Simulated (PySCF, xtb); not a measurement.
F2Si, SMILES F[Si]F (connectivity only; charge and spin as stated), charge +1, multiplicity 2.

Harmonic wavenumbers (cm⁻¹) from GFN2-xTB in xtb at its own minimum, in rising order: 198, 910, 1065.

**Question.** What does PySCF with r2SCAN-D4/def2-TZVP give at its own minimum? (The exact figures need the calculation; the answer reports its results.)

**Answer.** 290, 933, 1124. Paired by order, the mean absolute difference is 58 cm⁻¹ and the zero-point energies are 3.1 and 3.4 kcal/mol.
